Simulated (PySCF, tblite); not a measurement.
Isomers of C2H11PSSi2, one GFN2-xTB conformer each. Single-point energies are computed at PBE0/pcSseg-1 (PySCF, gas phase, no added dispersion term), electronic only.

| SMILES | GFN2-xTB relative energy (kJ/mol) |
| --- | --- |
| C[SiH2]P[SiH2]SC | 72.8 |
| CC[Si@@H](P)S[SiH3] | 0.0 |

Conformers: `[CH3:1][SiH2:2][PH:3][SiH2:4][S:5][CH3:6]` with C1–Si2–P3–Si4 -163°, Si2–P3–Si4–S5 167°, P3–Si4–S5–C6 45°; `[CH3:1][CH2:2][Si@@H:3]([PH2:4])[S:5][SiH3:6]` with C1–C2–Si3–P4 -172°, C2–Si3–P4–H -178° and -85°, C2–Si3–S5–Si6 -62°.

Question: What does PBE0/pcSseg-1 give for the same structures?

Answer: 
```csv
SMILES,PBE0/pcSseg-1 E (Eh),PBE0/pcSseg-1 (kJ/mol),GFN2-xTB (kJ/mol),point group
CC[Si@@H](P)S[SiH3],-1400.73687,0.0,0.0,C1
C[SiH2]P[SiH2]SC,-1400.72427,33.1,72.8,C1
```

Both levels put the same isomer lowest. 

Question: Which frontier levels, dipoles and rotational constants go with these structures?

Answer: 
```csv
SMILES,"HOMO (eV, PBE0/pcSseg-1)",LUMO (eV),dipole (D),"A, B, C (MHz)"
CC[Si@@H](P)S[SiH3],-7.11,-0.15,1.45,"1379, 1179, 818.8"
C[SiH2]P[SiH2]SC,-6.74,-0.22,2.09,"4110, 585.1, 539.5"
```

Question: What happens when harmonic zero-point energies from GFN2-xTB frequencies are added?

Answer: 
| SMILES | ZPE (kJ/mol) | electronic (kJ/mol) | with ZPE (kJ/mol) |
| --- | --- | --- | --- |
| CC[Si@@H](P)S[SiH3] | 309.3 | 0.0 | 0.0 |
| C[SiH2]P[SiH2]SC | 308.8 | 33.1 | 32.6 |

The zero-point energies span 0.5 kJ/mol. The order is unchanged.
